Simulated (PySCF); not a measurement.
# Cr (chromium, neutral) across methods

[Ar] 3d4 4s2, high-spin 5D determinant (an excited configuration). All numbers are calculated (PySCF 2.14, scalar relativity by spin-free X2C-1e, in aug-cc-pVQZ-DK (9s8p6d4f3g2h, 140 functions)).

| method | E (hartree) | mean ε 3d α (eV) | mean ε 4s α (eV) | mean ε 4s β (eV) | Σ⟨r²⟩ (bohr²) | ⟨S²⟩ |
| --- | --- | --- | --- | --- | --- | --- |
| UHF | -1049.62373 | -15.293 | -7.186 | -6.070 | 44.92 | 6.017 |
| BP86 | -1050.885 | -7.155 | -5.371 | -4.530 | 42.26 | 6.010 |
| PBE0 | -1050.520 | -9.212 | -5.867 | -5.014 | 42.71 | 6.009 |
| LDA | -1048.412 | -7.225 | -5.410 | -4.539 | 42.16 | 6.009 |
| PBE | -1050.497 | -7.069 | -5.224 | -4.370 | 42.58 | 6.010 |
| PW91 | -1050.796 | -7.124 | -5.281 | -4.396 | 42.51 | 6.010 |
| r2SCAN | -1050.690 | -7.647 | -5.460 | -4.463 | 42.79 | 6.025 |

Problem. Estimate the same row for BLYP.

Solution. E (hartree) = -1050.788; mean ε 3d α (eV) = -6.876; mean ε 4s α (eV) = -5.045; mean ε 4s β (eV) = -4.370; Σ⟨r²⟩ (bohr²) = 42.57; ⟨S²⟩ = 6.007.
